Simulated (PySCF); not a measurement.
**Structure and specific rotation at 589.3 nm (origin-invariant length gauge)**

Method: TDDFT B3LYP/def2-SVPD circular dichroism and optical rotation, one conformer, gas phase in PySCF. Geometry: GFN2-xTB.

Each molecule in one low-energy conformer. The parent is FB(F)[C@@H]1[SiH2]C[C@@H]1F.

The molecule is flexible and this is one conformer; a measurement averages over conformers.

Problem. How does the specific rotation at 589.3 nm (origin-invariant length gauge) change along this series?
- FB(F)[C@@H]1[SiH2]C[C@@H]1F (base)
- FB(F)[C@H]1[SiH2]C[C@@H]1F (diastereomer)

Solution. 
```
                   molecule  [α]589 (deg dm⁻¹ (g/mL)⁻¹)  S1 (eV)  R(S1), velocity form (10⁻⁴⁰ esu² cm²)
FB(F)[C@@H]1[SiH2]C[C@@H]1F                      -137.8     7.00                                  +50.5
 FB(F)[C@H]1[SiH2]C[C@@H]1F                      +148.9     6.86                                   -2.5
```
The specific rotation at 589.3 nm (origin-invariant length gauge) is lowest for FB(F)[C@@H]1[SiH2]C[C@@H]1F and highest for FB(F)[C@H]1[SiH2]C[C@@H]1F.
